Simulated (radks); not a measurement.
Results of a calculation; reference values are marked as such.
Task: Ionisation of Yb, [Xe] 4f14 6s2, to Yb+, [Xe] 4f14 6s1, under several functionals. Scalar-relativistic Kohn-Sham, spin-polarised, spherical densities, point nucleus; open shells are filled with parallel spins first (spin-orbit coupling, left out, can overturn this in heavy ions); a radial shooting solver on a logarithmic mesh with Libxc functionals. Known Delta-SCF values: LDA (Slater exchange, Perdew-Wang correlation) 6.558 eV. What does Wu-Cohen GGA give, and what is its highest occupied eigenvalue?

Result: 6.231 eV by Delta-SCF; the 4f eigenvalue is -3.050 eV. NIST: 6.254 eV (measured).
